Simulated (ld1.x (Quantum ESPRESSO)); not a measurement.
Results of a calculation; reference values are marked as such.
**Potentials for Be compared**

Generated with ld1.x 7.5 (TM, RRKJ, ultrasoft, PAW), atompaw 4.2 or ONCVPSP 4.0.1. The cutoff is in Ry: for ld1.x and atompaw files where the sum of valence levels is converged to 10 mRy in a Bessel basis, for ONCV files where the hardest occupied wave has 1 mHa per electron of residual kinetic energy. The error is the largest all-electron minus pseudo excitation energy over each file’s own four to seven test configurations (ionisations up to +4, promotions, holes and added fractions of an electron), all of which were solved. The labels leave out finer settings (local radius, basis sizes, second energies), which also bear on the numbers. Spin-polarised tests are not counted. The rows are a selection from randomly drawn settings: files with unsolved tests, undetermined cutoffs or missed reference levels are left out.

```csv
potential,cutoff (Ry),largest error (meV),bound ghosts
"TM, LDA (PZ), scalar-relativistic, rc 2.15/3.10/2.95 (spd), local d, core correction yes, reference 2s1.5 2p0.5",8,-40,none
"TM, PBE, scalar-relativistic, rc 1.35/4.20 (sp), local p, core correction yes, reference 2s2 2p0",12,-210,none
"RRKJ, LDA (PZ), scalar-relativistic, rc 1.60/4.00/3.95 (spd), local s, core correction yes, reference 2s2 2p0",10,-192,none
"TM, Wu–Cohen, scalar-relativistic, rc 2.20/4.00/3.05 (spd), local s, core correction yes, reference 2s2 2p0",8,-181,none
```

(1) Fill in the row for Be: TM semilocal, BP86, scalar-relativistic, rc 2.15/2.65 (sp), local s, core correction no, reference 2s2 2p0.

(2) Fill in the row for Be: TM semilocal, PBEsol, scalar-relativistic, rc 1.70/3.65/2.90 (spd), local d, core correction yes, reference 2s2 2p0.

(3) Fill in the row for Be: ultrasoft, revPBE, scalar-relativistic, rc 0.70/3.35/3.15 (spd), local smoothed, core correction no, reference 1s2 2s0 2p0.

## Answers

(1) cutoff 8 Ry, largest error -25 meV, bound ghosts: none.

(2) cutoff 10 Ry, largest error -122 meV, bound ghosts: none.

(3) cutoff 100 Ry, largest error +619 meV, bound ghosts: none.
